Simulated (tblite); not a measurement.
Here is a computed GFN2-xTB geometry (Å):
```
atom  x, y, z in Å
F1    -3.6409   -2.4583    0.3344
C2    -2.8922   -1.3420    0.1903
C3    -3.5435   -0.1193    0.0448
C4    -2.7758    1.0064   -0.1011
C5    -1.3726    0.9380   -0.1049
C6    -0.5955    2.1213   -0.2592
C7     0.7551    2.0728   -0.2641
C8     1.4463    0.8368   -0.1156
C9     2.8501    0.8011   -0.1220
C10    3.5267   -0.3827    0.0195
C11    2.8114   -1.5708    0.1740
C12    1.4385   -1.5605    0.1839
C13    0.7157   -0.3651    0.0402
C14   -0.7259   -0.3128    0.0451
C15   -1.5260   -1.4565    0.1923
H16   -4.6214   -0.0833    0.0499
H17   -3.2479    1.9708   -0.2167
H18   -1.1163    3.0610   -0.3727
H19    1.3407    2.9732   -0.3819
H20    3.3901    1.7294   -0.2421
H21    4.6065   -0.4022    0.0124
H22    3.3438   -2.5038    0.2867
H23    0.9171   -2.4963    0.3054
H24   -1.0958   -2.4373    0.3091
```

Neutral, closed shell.

(1) Which heavy atoms are bonded, and with what formal order?

(2) Give the structure as a SMILES string.

(3) Name the point group.

(4) Which rings does it hold (smallest set)?

(5) Classify the heavy atoms.

(6) What is the arrangement about C14?

(7) What is the arrangement about C11?

## Answers

(1) F1–C2 1.35 Å (single); C2–C3 1.39 Å (aromatic); C3–C4 1.37 Å (aromatic); C4–C5 1.40 Å (aromatic); C5–C6 1.42 Å (aromatic); C6–C7 1.35 Å (aromatic); C7–C8 1.42 Å (aromatic); C8–C9 1.40 Å (aromatic); C9–C10 1.37 Å (aromatic); C10–C11 1.40 Å (aromatic); C11–C12 1.37 Å (aromatic); C12–C13 1.40 Å (aromatic); C13–C14 1.44 Å (aromatic); C14–C15 1.40 Å (aromatic); C2–C15 1.37 Å (aromatic); C5–C14 1.42 Å (aromatic); C8–C13 1.42 Å (aromatic). Bonds to hydrogen (Å): C3–H16 1.08; C4–H17 1.08; C6–H18 1.08; C7–H19 1.08; C9–H20 1.08; C10–H21 1.08; C11–H22 1.08; C12–H23 1.08; C15–H24 1.08.

(2) `Fc1ccc2ccc3ccccc3c2c1`, C14H9F. Among its features: benzene ring and C–F bond.

(3) Cs (tolerance 0.08 Å).

(4) C8–C9–C10–C11–C12–C13 (6 members, 0.00 Å rms from planarity); C2–C3–C4–C5–C14–C15 (6 members, 0.00 Å rms from planarity); C5–C6–C7–C8–C13–C14 (6 members, 0.00 Å rms from planarity).

(5) F1: aryl fluorine; C2: aromatic C–F carbon; C3: aromatic CH carbon; C4: aromatic CH carbon; C5: ring-fusion aromatic carbon; C6: aromatic CH carbon; C7: aromatic CH carbon; C8: ring-fusion aromatic carbon; C9: aromatic CH carbon; C10: aromatic CH carbon; C11: aromatic CH carbon; C12: aromatic CH carbon; C13: ring-fusion aromatic carbon; C14: ring-fusion aromatic carbon; C15: aromatic CH carbon.

(6) It has 3 neighbours (C13, C15, C5) and is planar (angles 122.7°, 119.2° and 118.1°, sum 360.0°, 0.00 Å off the plane of its three neighbours).

(7) It has 3 neighbours (C10, C12, H22) and is planar (angles 120.5°, 119.9° and 119.6°, sum 360.0°, 0.00 Å off the plane of its three neighbours).
